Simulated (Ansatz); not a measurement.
An input meant for InI3 (charge 0, triplet).

```yaml
crystal:
  periodic: [false, false, false]
  atoms:
    - {symbol: In, position_ang: [0.000001, 0.000090, 0.000095]}
    - {symbol: I, position_ang: [2.656429, -0.027312, 0.012777]}
    - {symbol: I, position_ang: [-1.304644, 2.314211, -0.017168]}
    - {symbol: I, position_ang: [-1.351785, -2.286989, 0.004296]}
basis:
  gaussian: {orbitals: def2-SVP, final_grid: {core_spheres: 1, valence_spheres: 1, degree: 1}}
magnetization: {spin_polarized: true, initial_magnetization: 2}
hamiltonian: {xc: {name: r2SCAN}}
accuracy: high
scf: {lower_state_search: off}
output: {forces: true}
```

```sh
$ ansatz run in.yaml --threads 2 --pin off --events-out ev --progress --plain --max-ram 22528MiB --backend cpu
```

Shortened log:

```
Functional definition: r2SCAN
2555 factors; integrals over basis functions are off by at most 8.1e-9 eV
mean field evaluation 1: about -29488.9122 eV, gradient 6.3e0 eV
mean field evaluation 2: about -29488.9448 eV, gradient 6.4e0 eV
mean field evaluation 4: about -29488.1838 eV, gradient 8.5e0 eV
mean field evaluation 8: about -29489.1559 eV, gradient 3.1e-1 eV
mean field evaluation 16: about -29670.3264 eV, gradient 6.7e1 eV
mean field evaluation 32: about -29773.7970 eV, gradient 2.2e0 eV
mean field -29777.56454848 eV, -1094.3053131983 hartree, gradient 2.8e-8 eV, S^2 4.852939; 0 other end points of the search recorded, 0 dependent functions left out
reference -29777.56455018 eV, -1094.3053132610 hartree; 49, 47 occupied and 55, 57 virtual orbitals, 2555 factors
Total energy: -29777.56455018 eV, -1094.3053132610 hartree
Atom 0 at     0.000001     0.000090     0.000095 Å, force   -29.843534     0.168049    -0.158169 eV/Å
Atom 1 at     2.656429    -0.027312     0.012777 Å, force    12.539851     0.025473     0.063759 eV/Å
Atom 2 at    -1.304644     2.314211    -0.017168 Å, force     8.461813   -27.858560     0.177158 eV/Å
Atom 3 at    -1.351785    -2.286989     0.004296 Å, force     8.841870    27.665039    -0.082747 eV/Å
Dipole moment:     0.750805    -0.025620     0.004355 e Å
Checks for a lower state left out: stability, starts, cluster_reference, orbital_swaps, neighbouring_geometries, increment
```

Problem. Something in this input is off. What?

Solution. The integration grid is far too coarse. Self-consistency was reached. The result belongs to that input, not to the species as meant. The charge 0 triplet is spin-contaminated (final ⟨S²⟩ up to 4.85, 2.00 for a pure state).
